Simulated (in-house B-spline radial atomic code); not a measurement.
Cd²⁺. Computed with a B-spline radial atomic code. Model: non-relativistic spherical atom: semilocal Troullier-Martins pseudo-atom, one channel per l, against all electrons, high spin, G0W0 and RPA with empty states to l = 8, local potential for every l without a channel, a model core (radius 0 = none) keeps its share of the functional.

Without relativity these are model numbers for so heavy an element.

What the tables leave out is listed at the end.

The pseudopotential gives back the lowest level of each angular momentum of its own functional in the configuration it was made in; a second state of the same l is only approximately right. Exact exchange, RPA and GW see the smooth pseudo-orbitals and miss the exchange with the core, for which the functional's share stands in. The column with an uncorrelated core keeps all orbitals and exact exchange, and so separates missing core correlation from pseudisation. Only the three outermost levels and the lowest empty one were computed. RPA here is direct RPA, with no exchange kernel, and its energies carry an (l + 1/2)⁻⁴ tail. A hybrid on a potential with a model core restores only its own semilocal share of the core's exchange.

Command:
```bash
python run_psgw.py task.json out
```
Settings (lengths in bohr, energies in hartree):
```
Z                      48
electrons              46
configuration          [Kr] 4d10
generated_in           [Kr] 4d10 5s2
functional             lda,vwn
core_shells            6
radius_factor          1
core_correction        True
```

Run time, properties included: 30 s on 1 thread of Arm Neoverse N1, with other jobs on the host.

Given: made with LDA VWN5; model core radius 0.578 bohr; local radius 0.85 bohr; mean-field start LDA VWN5.

Valence shells of the generating configuration: 4s, 4p, 4d, 5s.

Channel: s 0.828, p 0.863, d 0.972 (radii in bohr).

Computed: largest level miss in the spin-unpolarised generating configuration 0.107 eV; valence RPA correlation energy pseudo -1.2215 hartree; all-electron RPA polarisability, core included 4.8497 bohr³; pseudo-atom RPA polarisability 4.794 bohr³.

```
     level  occupied  mean-field all-electron (eV)  mean-field pseudo minus all (eV)  G0W0 all-electron (eV)  G0W0 uncorrelated core minus all (eV)  G0W0 pseudo minus all (eV)  exchange self-energy all-electron (eV)  exchange self-energy pseudo (eV)
        4d         1                       -31.123                            -0.151                 -38.511                                  0.131                      -0.586                                 -39.514                           -35.019
5s (empty)         0                        -20.57                            -0.262                 -16.355                                  0.042                      -0.191                                 -4.1725                            -3.234
```

(1) What is the valence RPA correlation energy all-electron orbitals?

Given: mean-field start PBE0.

Computed: valence RPA correlation energy all-electron orbitals -1.1199 hartree; all-electron RPA polarisability, core included 4.3181 bohr³; pseudo-atom RPA polarisability 4.268 bohr³.

```tsv
level	occupied	mean-field all-electron (eV)	mean-field pseudo minus all (eV)	G0W0 all-electron (eV)	G0W0 uncorrelated core minus all (eV)	G0W0 pseudo minus all (eV)	exchange self-energy all-electron (eV)	exchange self-energy pseudo (eV)
4d	1	-33.084	-0.191	-38.476	0.134	-0.325	-39.65	-35.196
5s (empty)	0	-18.901	-0.135	-16.229	0.038	-0.088	-3.709	-2.8632
```

(2) What is the valence RPA correlation energy pseudo?

## Answers

(1) -1.1749 hartree.

(2) -1.1625 hartree.

Among the listed levels the largest G0W0 shift of the pseudo-atom is -0.59 eV, for 4d on the LDA VWN5 start, while leaving the core uncorrelated moves that level by +0.13 eV. So pseudisation and the lost core exchange, not the missing core correlation, make the error. Not in the tables (levels of low weight, unsolved or above zero; the highest and the empty levels are kept at any weight): on LDA the G0W0 levels 4p (pseudo minus all -0.40 eV, weights 0.12 and 0.12), 4s (pseudo minus all +6.54 eV, weights 0.01 and 0.07); on PBE0 the G0W0 levels 4p (pseudo minus all -7.71 eV, weights 0.05 and 0.21), 4s (pseudo minus all -2.04 eV, weights 0.28 and 0.20); no Hartree-Fock pseudo-atom is run with a model core.
